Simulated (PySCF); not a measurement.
H₂O, SMILES [OH2+], charge +1, multiplicity 2. The structure is a stationary point at PBE-D3(BJ)/def2-TZVPD.

Computed with PBE-D3(BJ)/def2-TZVPD (PySCF).

Harmonic wavenumbers (cm⁻¹): 1422, 3221, 3267. Rotational constants (GHz): 799.2, 367.4, 251.7; symmetry number 2.

Q: Work out the zero-point energy and the ideal-gas rigid-rotor harmonic-oscillator thermochemistry at 298.15 K and 1 atm.

A: ZPE = ½ Σ hcν = ½ × 7910 cm⁻¹ = 47.32 kJ/mol. H − E(el) = 57.25 kJ/mol. Entropy in J/(mol K): translation 144.80, rotation 45.08, vibration 0.07, spin 5.76, total 195.71. G − E(el) = -1.10 kJ/mol. Cp = 33.67 J/(mol K).
